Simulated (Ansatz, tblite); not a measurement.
Forces on Mo₂O₄⁻ at its r2SCAN-D4/def2-SVPD geometry. Total charge -1; doublet.

In the def2 sets Mo takes a core potential; there is no spin–orbit coupling. The xTB rows come from tblite. At r2SCAN0-D4/def2-TZVPD the charge -1 doublet is spin-contaminated (final ⟨S²⟩ up to 2.04, 0.75 for a pure state). The geometry of the doublet was relaxed on an unsound state (⟨S²⟩ 1.87, where a pure state has 0.75). At r2SCAN0-D4/def2-TZVPD a quartet of charge -1 lies 0.07 eV below the doublet, each at its own geometry. The structure comes from a short search, and lower isomers may exist.

GFN1-xTB (tblite), largest force 3.85 eV/Å:

```xyz
6
positions Å, forces eV/Å
Mo    0.096   -0.923    0.440    0.174    0.258   -0.077
Mo   -0.373    1.704   -0.240    0.951   -3.429   -1.472
O     0.696    2.330   -1.419   -0.776    0.493    1.131
O    -1.445    0.174   -0.209    0.619    0.916    0.835
O     0.157   -1.317    2.122   -0.136    0.393   -1.897
O     0.869   -1.969   -0.694   -0.831    1.370    1.480
```

GFN2-xTB (tblite), largest force 4.37 eV/Å:

```
Mo 0.666 -0.842 0.468
Mo 0.616 -3.519 -2.512
O -0.739 0.902 1.528
O 0.574 1.566 1.014
O -0.114 0.422 -1.943
O -1.004 1.471 1.445
```

r2SCAN0-D4/def2-TZVPD (Ansatz), largest force 1.01 eV/Å:

```
Mo 0.295 -0.913 0.318
Mo 0.269 -0.039 -0.819
O -0.550 -0.213 0.672
O 0.505 0.272 0.181
O -0.083 0.281 -0.885
O -0.436 0.613 0.533
```
